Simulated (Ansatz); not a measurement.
`O[B-]1(Cl)OC(C(F)(F)F)=CC(C(F)(F)F)=[O+]1`. Total charge 0; spin multiplicity 1. Geometry: relaxed with PBE0-D4/def2-TZVP. It is one conformer, not always the lowest.

```xyz
18

O    -2.741    0.922   -0.784
B    -1.812    0.441    0.109
Cl   -2.370    0.121    1.828
O    -1.224   -0.874   -0.419
C    -0.001   -1.167   -0.296
C     0.339   -2.594   -0.729
F    -0.372   -3.464   -0.026
F     1.631   -2.854   -0.542
F     0.059   -2.753   -2.018
C     0.977   -0.290    0.135
C     0.566    1.021    0.294
C     1.569    2.147    0.550
F     1.248    2.799    1.659
F     2.802    1.666    0.684
F     1.557    3.001   -0.467
O    -0.630    1.414    0.199
H    -3.608    1.045   -0.398
H     2.010   -0.581    0.223
```

Question: What is the dipole moment at ωB97M-V/def2-TZVPP? (Estimate.)

Answer: Ansatz gave: 2.41 D, with components (2.33, -0.51, -0.35) D in this frame, pointing from negative to positive charge.

Question: And with PBE, r2SCAN, B3LYP? (Estimate.)

Answer: The calculation gave: PBE 2.09 D, r2SCAN 2.21 D, B3LYP 2.31 D.

Question: Give the Mulliken charges with ωB97M-V, PBE, r2SCAN in def2-TZVPP. (Best estimate.)

Answer: The calculation gave: 
| atom | ωB97M-V | PBE | r2SCAN |
| --- | --- | --- | --- |
| O1 | -0.30 | -0.27 | -0.34 |
| B2 | 0.16 | 0.12 | 0.24 |
| Cl3 | -0.20 | -0.22 | -0.24 |
| O4 | -0.19 | -0.13 | -0.21 |
| C5 | 0.23 | 0.21 | 0.29 |
| C6 | 0.48 | 0.39 | 0.50 |
| F7 | -0.13 | -0.10 | -0.14 |
| F8 | -0.15 | -0.12 | -0.16 |
| F9 | -0.13 | -0.10 | -0.14 |
| C10 | -0.23 | -0.27 | -0.27 |
| C11 | 0.23 | 0.21 | 0.29 |
| C12 | 0.48 | 0.39 | 0.50 |
| F13 | -0.13 | -0.10 | -0.14 |
| F14 | -0.15 | -0.12 | -0.16 |
| F15 | -0.13 | -0.10 | -0.15 |
| O16 | -0.19 | -0.13 | -0.21 |
| H17 | 0.20 | 0.21 | 0.22 |
| H18 | 0.16 | 0.14 | 0.14 |

B3LYP here is the variant with VWN-RPA as its local correlation; programs differ in this.
